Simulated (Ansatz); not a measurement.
`O[SiH](Cl)Br` + `O[SiH3]` → `O[SiH](Br)O[SiH3]` + HCl at 500 K and 1 bar (ligand exchange at the Si–Cl bond).

Gas-phase electronic energies from Ansatz, PBE0-D4/def2-TZVP geometries. CCSD(T)/CBS adds triple-zeta CCSD(T) − MP2 to the extrapolated MP2 energy (def2 sets, frozen cores). This one scheme is used for every species. For Br outer-core shells are correlated without core-valence functions, which leaves a few kJ/mol of doubt a bond. Scalar relativity is left out up to krypton. Each species was taken in one conformer, which may not be the lowest.

```csv
species,CCSD(T)/CBS energy (Eh),H − E (kJ/mol),S (J/(mol·K))
`O[SiH](Cl)Br`,-3398.70645,105.0,380.5
`O[SiH3]`,-366.69042,127.5,292.9
`O[SiH](Br)O[SiH3]`,-3305.02778,196.5,473.1
HCl,-460.38127,32.5,201.9
```

H − E and S are ideal-gas, rigid-rotor, harmonic terms from PBE0-D4/def2-TZVP, for one conformer and one mirror image of each species. 1 Eh = 2625.50 kJ/mol, R = 8.31446 J/(mol·K).

By hand: ΔE, ΔH, ΔS and ΔG.

ΔE = (-3305.02778) + (-460.38127) − (-3398.70645) − (-366.69042) = -0.01218 Eh = -32.0 kJ/mol. Δ(H − E) = 196.5 + 32.5 − 105.0 − 127.5 = -3.5, so ΔH = -35.5 kJ/mol. ΔS = 473.1 + 201.9 − 380.5 − 292.9 = 1.6 J/(mol·K). ΔG = -35.5 − 500 × (1.6)/1000 = -36.3 kJ/mol.

By hand: the equilibrium constant, and the temperature at which ΔG would vanish if ΔH and ΔS stayed fixed.

log₁₀ K = −ΔG/(RT ln 10) = 3.8. ΔH and −TΔS have one sign here, so there is no such temperature.

The number of gas molecules stays the same, so ΔS is small and ΔH decides. A doubt of 5 kJ/mol in ΔE shifts log₁₀ K by 0.5 here. Other conformers and mirror images would add mixing entropy, several J/(mol·K) or more a flexible species. Modes under 60 cm⁻¹, often nearly free rotors, make the harmonic entropy too high. These are equilibria of isolated gas molecules and say nothing of rates. Largest T1 diagnostic: 0.011 (customary marks: 0.02 for closed shells, 0.045 for open ones).

ΔS is within the doubt of such terms, so its sign, and with it that verdict, could turn.
